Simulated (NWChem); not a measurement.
System: ZrH$_{4}$S$_{2}$; SMILES [SH][ZrH2][SH]

NWChem input:

```
start job
memory heap 200 mb stack 900 mb global 1100 mb
geometry units angstroms noautoz
  Zr    -0.529511    -0.104649    -0.161397
  H     -1.577717     0.186868    -1.648929
  H     -1.573083    -0.306843     1.348086
  S      0.856024     1.859881     0.135128
  H      2.003789     1.143569     0.054621
  S      0.760208    -2.123390    -0.445820
  H      0.228084    -2.473500     0.759139
end
basis spherical
  * library def2-svpd
end
ecp
  Zr library def2-ecp
end
dft
  xc b3lyp
  iterations 150
end
tddft
  cis
  nroots 6
  notriplet
end
task tddft energy
```

Excerpt of the output:

```
             Northwest Computational Chemistry Package (NWChem) 7.3.0
             --------------------------------------------------------

 C1  symmetry detected

                             Geometry "geometry" -> ""
                             -------------------------

 Output coordinates in angstroms (scale by  1.889725989 to convert to a.u.)

  No.       Tag          Charge          X              Y              Z
 ---- ---------------- ---------- -------------- -------------- --------------
    1 Zr                  40.0000    -0.57964050     0.00171907    -0.01353208
    2 H                    1.0000    -1.64972726     0.05433264    -1.51307054
    3 H                    1.0000    -1.60296419    -0.03409021     1.52269387
    4 S                   16.0000     0.73446582     2.03640090     0.00085016
    5 H                    1.0000     1.90730755     1.35714380     0.00176644
    6 S                   16.0000     0.78169032    -1.98963619    -0.04301729
    7 H                    1.0000     0.27250574    -2.19438463     1.20456769

 Effective nuclear repulsion energy (a.u.)     379.6687134072

                                 NWChem DFT Module
                                 -----------------

 Summary of "ao basis" -> "ao basis" (spherical)
 ------------------------------------------------------------------------------
       Tag                 Description            Shells   Functions and Types
 ---------------- ------------------------------  ------  ---------------------
 Zr                        def2-svpd                12       34   5s4p2d1f
 H                         def2-svpd                 4        8   2s2p
 S                         def2-svpd                11       27   5s4p2d

            General Information
            -------------------
          SCF calculation type: DFT
          Wavefunction type:  closed shell.
          No. of atoms     :     7
          No. of electrons :    48
           Alpha electrons :    24
            Beta electrons :    24
          Charge           :     0
          Spin multiplicity:     1
          Use of symmetry is: off; symmetry adaption is: off
          Maximum number of iterations: 150
          AO basis - number of functions:   120
                     number of shells:    50
          Convergence on energy requested:  1.00D-06
          Convergence on density requested:  1.00D-05
          Convergence on gradient requested:  5.00D-04

              XC Information
              --------------
                         B3LYP Method XC Potential
                     Hartree-Fock (Exact) Exchange  0.200
                        Slater Exchange Functional  0.800 local
                    Becke 1988 Exchange Functional  0.720 non-local
              Lee-Yang-Parr Correlation Functional  0.810
                  VWN I RPA Correlation Functional  0.190 local

             Grid Information
             ----------------
          Grid used for XC integration:  medium
          Radial quadrature: Mura-Knowles
          Angular quadrature: Lebedev.
          Tag              B.-S. Rad. Rad. Pts. Rad. Cut. Ang. Pts.
          ---              ---------- --------- --------- ---------
          Zr                  1.55      123          12.0       590
          H                   0.35       45          14.0       434
          S                   1.00       88          14.0       590
          Grid pruning is: on
          Number of quadrature shells:   479
          Spatial weights used:  Erf1

      Superposition of Atomic Density Guess
      -------------------------------------

 Sum of atomic energies:        -850.19981004

      Non-variational initial energy
      ------------------------------

 Total energy =    -843.449734
 1-e energy   =   -1489.432824
 2-e energy   =     489.345832
 HOMO         =      -0.321308
 LUMO         =      -0.014376

[...]

                                NWChem TDDFT Module
                                -------------------

            General Information
            -------------------
           No. of orbitals :     240
            Alpha orbitals :     120
             Beta orbitals :     120
        Alpha frozen cores :       0
         Beta frozen cores :       0
     Alpha frozen virtuals :       0
      Beta frozen virtuals :       0
         Spin multiplicity :       1
    Number of AO functions :     120
        Use of symmetry is : off
      Symmetry adaption is : off
         Schwarz screening :  0.10D-07

              XC Information
              --------------
                  B3LYP Method XC Potential
              Hartree-Fock (Exact) Exchange   0.20
                 Slater Exchange Functional   0.80 local
             Becke 1988 Exchange Functional   0.72 non-local
       Lee-Yang-Parr Correlation Functional   0.81
           VWN I RPA Correlation Functional   0.19 local

             TDDFT Information
             -----------------
          Calculation type : Tamm-Dancoff TDDFT
         Wavefunction type : Restricted singlets
          No. of electrons :      48
           Alpha electrons :      24
            Beta electrons :      24
              No. of roots :       6
          Max subspacesize :    5200
            Max iterations :     100
               Target root :       1
           Target symmetry : none
      Symmetry restriction : off
                 Algorithm : Optimal
        Davidson threshold :  0.10D-03

    6 smallest eigenvalue differences (eV)
--------------------------------------------------------
  No. Spin  Occ  Vir  Irrep   E(Occ)    E(Vir)   E(Diff)
--------------------------------------------------------
    1    1   24   25 a        -0.289    -0.101     5.126
    2    1   23   25 a        -0.295    -0.101     5.300
    3    1   24   26 a        -0.289    -0.092     5.348
    4    1   23   26 a        -0.295    -0.092     5.522
    5    1   24   27 a        -0.289    -0.084     5.574
    6    1   22   25 a        -0.309    -0.101     5.671
--------------------------------------------------------

  Entering Davidson iterations
  Restricted singlet excited states

  Iter   NTrls   NConv    DeltaV     DeltaE      Time
  ----  ------  ------  ---------  ---------  ---------
    1      6       0     0.13E+00   0.10+100       23.8
    2     12       0     0.18E-01   0.30E-01       24.2
    3     18       0     0.11E-01   0.88E-03       24.5
    4     24       0     0.12E-01   0.68E-03       24.2
    5     30       0     0.90E-02   0.42E-03       25.2
    6     36       0     0.10E-01   0.59E-03       24.1
    7     42       1     0.50E-02   0.36E-03       24.5
    8     47       3     0.13E-02   0.60E-04       22.0
    9     50       5     0.28E-03   0.39E-05       18.2
   10     51       6     0.58E-04   0.21E-06       12.9
  ----  ------  ------  ---------  ---------  ---------
  Convergence criterion met

  Ground state a        -845.699261233292 a.u.

  ----------------------------------------------------------------------------
  Root   1 singlet a              0.145050169 a.u.                3.9470 eV
  ----------------------------------------------------------------------------
     Transition Moments    X  0.00759   Y  0.06385   Z -0.10314
     Dipole Oscillator Strength                    0.0014284203
     Electric Quadrupole                           0.0000000056
     Magnetic Dipole                               0.0000016707
     Total Oscillator Strength                     0.0014300965

     Occ.   21  a   ---  Virt.   25  a       -0.06067
     Occ.   22  a   ---  Virt.   25  a       -0.40841
     Occ.   22  a   ---  Virt.   26  a        0.05583
     Occ.   22  a   ---  Virt.   27  a        0.09413
     Occ.   24  a   ---  Virt.   25  a       -0.89270
     Occ.   24  a   ---  Virt.   27  a       -0.06369
  ----------------------------------------------------------------------------
  Root   2 singlet a              0.151247784 a.u.                4.1157 eV
  ----------------------------------------------------------------------------
     Transition Moments    X  0.08509   Y  0.13590   Z  0.11623
     Dipole Oscillator Strength                    0.0039545595
     Electric Quadrupole                           0.0000000096
     Magnetic Dipole                               0.0000035248
     Total Oscillator Strength                     0.0039580939

     Occ.   20  a   ---  Virt.   25  a        0.06400
     Occ.   21  a   ---  Virt.   26  a        0.05738
     Occ.   22  a   ---  Virt.   25  a       -0.67224
     Occ.   22  a   ---  Virt.   26  a        0.05644
     Occ.   23  a   ---  Virt.   25  a       -0.62783
     Occ.   23  a   ---  Virt.   26  a       -0.10923
     Occ.   24  a   ---  Virt.   25  a        0.33098
     Occ.   24  a   ---  Virt.   27  a        0.08372
  ----------------------------------------------------------------------------
  Root   3 singlet a              0.155420803 a.u.                4.2292 eV
  ----------------------------------------------------------------------------
     Transition Moments    X -0.00080   Y -0.08389   Z -0.04916
     Dipole Oscillator Strength                    0.0009795866
     Electric Quadrupole                           0.0000000052
     Magnetic Dipole                               0.0000009686
     Total Oscillator Strength                     0.0009805604

[...]
```

Level: B3LYP/def2-SVPD with def2 effective core potentials on Zr, TDA. Geometry: optimised at PBE0/def2-SVP. No frequency run checked for a minimum. B3LYP is NWChem's, with the RPA form of VWN correlation. def2 effective core potentials on Zr; no spin-orbit coupling.
